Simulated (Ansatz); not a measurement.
Ansatz (a program for electronic structure) input (SVWN5/6-31G*):

Ansatz 0.2 input:
```yaml
crystal:
  periodic: [false, false, false]
  atoms:
    - {symbol: Si, position_ang: [0.84824700, -0.59641000, 0.04507900]}
    - {symbol: Cl, position_ang: [-0.79182100, 0.65985100, -0.04806900]}
    - {symbol: H, position_ang: [0.77772300, -1.36293300, 1.31430700]}
    - {symbol: H, position_ang: [0.80778200, -1.50479700, -1.12823600]}
basis:
  gaussian:
    orbitals: 6-31G*
hamiltonian:
  xc: {name: SVWN5}
magnetization: {spin_polarized: true, initial_magnetization: 1}
output: {forces: true}
```

Output:

```
Functional definition: SVWN5
integrals: 0.01 GiB planned
521 factors; their error is unknown
mean field: 0.09 GiB planned
mean field evaluation 1: about -20358.5765 eV, gradient 7.9e0 eV
mean field evaluation 2: about -20358.7901 eV, gradient 6.8e0 eV
mean field evaluation 4: about -20359.0449 eV, gradient 6.8e-1 eV
mean field evaluation 8: about -20359.0085 eV, gradient 6.1e-2 eV
mean field evaluation 16: about -20359.0085 eV, gradient 3.0e-5 eV
mean field -20359.00854317 eV, -748.1797641298 hartree, gradient 3.0e-5 eV, S^2 0.750869; 0 other end points of the search recorded, 0 dependent functions left out
the calculation of the forces begins
reference -20359.00856857 eV, -748.1797650633 hartree; 17, 16 occupied and 25, 26 virtual orbitals, 521 factors
Total energy: -20359.00856857 eV, -748.1797650633 hartree
Atom 0 at     0.848247    -0.596410     0.045079 Å, force    -0.005558     0.467946    -0.027247 eV/Å
Atom 1 at    -0.791821     0.659851    -0.048069 Å, force     0.061581    -0.062043     0.004361 eV/Å
Atom 2 at     0.777723    -1.362933     1.314307 Å, force    -0.031636    -0.185849     0.305911 eV/Å
Atom 3 at     0.807782    -1.504797    -1.128236 Å, force    -0.024388    -0.220054    -0.283025 eV/Å
Dipole moment:     0.204626    -0.217094     0.015127 e Å
```

The geometry given is a B3LYP-D3(BJ)/def2-TZVP minimum.
